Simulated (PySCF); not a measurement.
C3H5NOSi.

```xyz
11

O      2.1344     0.0636     0.3950
Si     0.7048     0.1974    -0.4304
C     -0.6481     1.2559     0.3458
C     -1.7004     0.4255     0.4631
C     -1.4212    -0.9790     0.0090
N     -0.2680    -1.2953    -0.4373
H      2.0932    -0.3158     1.2778
H      1.0727     0.6124    -1.8060
H     -0.6931     2.3101     0.6269
H     -2.6888     0.7011     0.8480
H     -2.2321    -1.7274     0.0726
```
Charge 0, spin multiplicity 1.

The structure is a stationary point at PBE0-D3(BJ)/def2-SVP. The structure was generated by enumeration; whether it is a known compound was not checked. The values are those of a single conformer.

Computed with PBE/pcSseg-1 in PySCF. Non-relativistic, no solvent.

Computed absolute GIAO shielding of each atom: isotropic value and principal components (ppm):
| atom | σ(iso) | σ11 | σ22 | σ33 | span |
|---|---|---|---|---|---|
| O1 | 302.9 | 272.4 | 295.7 | 340.5 | 68.1 |
| Si2 | 334.0 | 261.2 | 350.3 | 390.5 | 129.3 |
| C3 | 30.9 | -85.8 | 0.4 | 178.2 | 264.0 |
| C4 | 29.4 | -92.6 | 51.8 | 129.0 | 221.7 |
| C5 | -0.4 | -101.4 | 0.2 | 100.1 | 201.5 |
| N6 | -113.4 | -446.3 | -158.9 | 264.8 | 711.1 |
| H7 | 30.2 | 22.4 | 25.4 | 42.9 | 20.5 |
| H8 | 26.0 | 23.1 | 23.8 | 31.1 | 8.0 |
| H9 | 24.5 | 20.6 | 26.3 | 26.6 | 6.0 |
| H10 | 24.3 | 20.9 | 24.2 | 27.8 | 6.9 |
| H11 | 22.5 | 21.2 | 22.5 | 23.9 | 2.6 |
